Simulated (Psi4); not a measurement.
BiI₃, singlet, geometry from GFN2-xTB (such geometries of metal compounds can be far from the true shape) (core potentials on Bi, I).

Input for Psi4:
```
memory 2 GB

molecule {
0 1
  Bi   -0.00303733   -0.01332568    0.92117636
  I     0.41268267   -2.36086336   -0.51376290
  I     1.84681524    1.54675341   -0.45250688
  I    -2.25474133    0.83497847   -0.47632715
}

set basis def2-svp

energy('cam-b3lyp')
print_variables()
```

### Question
Give the total energy at the level CAM-B3LYP/def2-SVP in Psi4 1.11.

### Answer
-2215.677211 Ry

### Question
What is the computed nuclear repulsion energy (CAM-B3LYP/def2-SVP)?

### Answer
566.3944 Eh

### Question
Estimate the dipole moment that CAM-B3LYP/def2-SVP returns for this input.

### Answer
3.02 D
